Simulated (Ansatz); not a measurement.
**Torsion profile**

CH2STe (SMILES S=C[TeH]), closed shell, at its PBE0-D4/def2-TZVP minimum:

S1  (-0.859, -1.884, -0.708)
C2  (-0.359, -0.537, 0.011)
Te3  (0.980, 0.825, -0.812)
H4  (-0.700, -0.242, 1.004)
H5  (0.938, 1.837, 0.505)
(Å)

The dihedral angle S1–C2–Te3–H5 (180.0° at the minimum) is set to the values below, the two halves turning rigidly about the central bond. Each method's energies count from its own value at the PBE0-D4 minimum structure. Computed with Ansatz 0.2.0 (basis: def2-TZVPP); correlated methods freeze the cores. Filled d shells of the heavier atoms are correlated. Core potentials replace the inner electrons of the atoms past krypton. The def2 sets are not built for correlating such inner shells, so the correlated values are less sure here.

CCSD(T) energies along the scan:
```tsv
dihedral angle (°)	CCSD(T) (kJ/mol)
-160.3	3.19
-130.3	17.69
-100.3	32.26
-70.3	30.74
-40.3	15.40
-10.3	3.11
19.7	5.70
49.7	20.69
79.7	33.34
109.7	28.81
139.7	12.35
169.7	0.89
```
They count from the CCSD(T) energy at the PBE0-D4 minimum.

Largest difference from the CCSD(T) curve over the scan: PBE-D4 13.94; r2SCAN-D4 15.20; PBE0-D4 8.31; wB97M-V 0.50 kJ/mol. Each curve counts from its own value at the minimum.

No T1 diagnostic of these runs exceeds 0.016. The restricted Hartree–Fock reference is unstable towards an unrestricted one here.

For scale, one of the runs: CCSD(T)/def2-TZVPP, 151 basis functions, launched by `ansatz run in.yaml --threads 2 --pin off --events-out ev --progress --plain --max-ram 4352MiB`. The run took 19 s on 2 CPU threads of an Intel Xeon 6975P-C (shared host), with 1.1 GiB of host memory at its peak.
